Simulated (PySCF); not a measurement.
## Computed data sheet: `CC#C[C@@H](C)[Si@H](F)C#CC`

Species: C8H11FSi.
Cartesian coordinates in Å at the GFN2-xTB level; atoms count from 1:
```xyz
21
C8H11FSi angstrom
C     -2.656    0.698    2.288
C     -1.993    0.299    1.064
C     -1.442   -0.041    0.055
C     -0.806   -0.421   -1.190
C     -1.810   -0.319   -2.345
Si     0.749    0.645   -1.521
F      1.353    0.122   -2.933
C      2.031    0.357   -0.235
C      2.882    0.167    0.597
C      3.900   -0.064    1.594
H     -1.925    1.072    3.005
H     -3.379    1.487    2.080
H     -3.180   -0.150    2.729
H     -0.495   -1.470   -1.097
H     -2.169    0.703   -2.452
H     -1.345   -0.623   -3.281
H     -2.670   -0.962   -2.161
H      0.459    2.055   -1.746
H      3.436   -0.296    2.552
H      4.521    0.824    1.704
H      4.530   -0.901    1.292
```

Structural features include: alkyne, Si–H bond and C–Si bond.

GFN2-xTB geometry:

```
Point group of the GFN2-xTB geometry                  : C1
Rotational constants A, B, C of the GFN2-xTB geometry : 1.062, 0.725, 0.454 GHz
```

From PBE0/pcSseg-1 ground state and GIAO shieldings, non-relativistic (PySCF):

```
Dipole moment                                               : 2.77 D
HOMO energy                                                 : -6.98 eV
LUMO energy                                                 : -0.17 eV
HOMO–LUMO gap                                               : 6.81 eV
Lowest Hirshfeld atomic charge                              : -0.21 e on F7
Highest Hirshfeld atomic charge                             : +0.45 e on Si6
13C chemical shifts (computed TMS as zero) by class         : 113.0 (C9), 84.6 (C3), 84.2 (C8), 83.6 (C2), 18.0 (C5), 17.7 (C4), 5.7 (C10), 4.9 (C1) ppm
1H chemical shifts (computed TMS as zero) by class          : 4.79 (H18), 2.24 (H14), 2.11 (H19/H20/H21), 1.97 (H11/H12/H13), 1.36 (H15/H16/H17) ppm
Isotropic shieldings of nuclei other than C and H, by class : 364 (F7), 369 (Si6) ppm
Mayer bond orders between heavy atoms                       : C1–C2 1.23, C2–C3 2.59, C3–C4 1.00, C4–C5 1.04, C4–Si6 0.85, Si6–F7 0.93, Si6–C8 1.01, C8–C9 2.48, C9–C10 1.18
```

Monoisotopic mass (most abundant isotopes): 154.0614 u.

With B = h/(8π²I), that is 505.379 GHz u Å² over I, the principal moments of inertia are 476.0, 697.2 and 1112.8 u Å² (most abundant isotopes). The dipole equals about 9.2 × 10⁻³⁰ C·m (1 D = 3.33564 × 10⁻³⁰ C·m). The rotational constants make it an asymmetric top with κ = (2B − A − C)/(A − C) = -0.11, nearer the prolate limit (−1).

Geometry: GFN2-xTB, one conformer, isolated molecule. GFN2-xTB frequencies show an imaginary mode (43i cm⁻¹), so this geometry is no minimum at that level. NMR classes are plain means over equivalent atoms (diastereotopic ones count apart unless rotation or inversion swaps them), as if these changed places fast; in this geometry the members of some classes differ.
